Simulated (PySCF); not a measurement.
dimethyl(silyl)silane (C2H10Si2), SMILES C[SiH]([SiH3])C. Atoms are numbered in the order given.

```xyz
14

Si     1.7993     0.0978     0.0000
Si    -0.4932    -0.4230     0.0000
C     -1.3098     0.2728     1.5524
C     -1.3098     0.2728    -1.5524
H      2.4862    -0.4516     1.2120
H      2.4862    -0.4516    -1.2120
H      1.9931     1.5843     0.0000
H     -0.6298    -1.9175     0.0000
H     -0.8572    -0.1428     2.4666
H     -2.3855     0.0312     1.5684
H     -1.2089     1.3695     1.5935
H     -1.2089     1.3695    -1.5935
H     -0.8572    -0.1428    -2.4666
H     -2.3855     0.0312    -1.5684
```

Geometry: r2SCAN-D4/def2-SVP.

All values below come from PySCF with PBE/def2-TZVP.

Symmetry labels are those of the subgroup Cs that the program uses (full group Cs).

Computed valence orbital energies around the gap with their symmetry:
```
orbital  symmetry  energy (eV)
-------  --------  -----------
HOMO−7         A'       -10.06
HOMO−6         A"        -9.68
HOMO−5         A"        -9.64
HOMO−4         A'        -8.32
HOMO−3         A"        -8.29
HOMO−2         A'        -7.64
HOMO−1         A"        -7.55
HOMO           A'        -6.63
LUMO           A'        -0.43
LUMO+1         A"        -0.41
LUMO+2         A'         0.24
LUMO+3         A'         0.51
```
